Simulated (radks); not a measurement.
Initial-state core-level shifts of the cadmium ion Cd3+ when its valence configuration changes from [Kr] 4d9. All-electron calculation, Dirac Kohn-Sham, PBE, spin-unpolarised, spherical densities, point nucleus; open shells fill j = l - 1/2 first. Program: a radial shooting solver on a logarithmic mesh with Libxc functionals. Shifts are changes of the shell-averaged eigenvalues in eV (positive: less bound).

valence           2s       3s       3d       4s
4d7 5p2      -16.113  -15.615  -15.724  -13.755
4d7 5s1 5p1  -15.015  -14.495  -14.606  -12.654
4d8.5 5p0.5   -3.905   -3.807   -3.830   -3.418
4d8 5s1       -6.751   -6.515   -6.566   -5.696
4d8 5p1       -7.896   -7.682   -7.731   -6.854
4d8.5 5s0.5   -3.324   -3.214   -3.239   -2.828
4d7 5s2      -13.897  -13.355  -13.467  -11.533
4d6 5s1 5p2  -23.569  -22.690  -22.873  -19.616
4d6.5 5p2.5  -20.444  -19.774  -19.918  -17.316
